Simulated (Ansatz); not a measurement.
`[CH2]1C[Te][GeH2]1`, relaxed with RKS PBE0-D4/def2-TZVP in the Gaussian-basis code of Ansatz from a PBE-D4/def2-SVP geometry. The force threshold is 0.005 eV/Å; the program also tests the step.

Charge 0, multiplicity 1. Te: def2 effective core potential.

Start:

```xyz
10

C    -0.310    0.653    0.408
C     0.042    0.766   -1.088
Te    1.446   -0.943   -1.442
Ge    0.151   -1.248    0.785
H     0.368    1.277    1.025
H    -1.354    0.953    0.640
H    -0.831    0.596   -1.746
H     0.530    1.719   -1.376
H    -1.032   -2.258    0.726
H     0.990   -1.516    2.068
```

Question: By how much does the energy fall, and how many steps does the optimiser take? (Best estimate.)

Answer: Ansatz gave: 5.03 kJ/mol, in 8 steps.

Question: Which bonds change most? (Best estimate.)

Answer: Ansatz gave: C2–Te3 from 2.240 to 2.191 Å; Te3–Ge4 from 2.594 to 2.561 Å; C1–Ge4 from 1.993 to 1.973 Å; C2–H8 from 1.108 to 1.090 Å.

Question: Give the relaxed structure. (Best estimate.)

Answer: The calculation gave: 
```xyz
10

C    -0.289    0.660    0.415
C     0.030    0.743   -1.081
Te    1.474   -0.877   -1.384
Ge    0.148   -1.230    0.778
H     0.415    1.263    0.992
H    -1.301    0.986    0.663
H    -0.836    0.513   -1.699
H     0.452    1.696   -1.398
H    -1.030   -2.216    0.650
H     0.935   -1.538    2.064
```
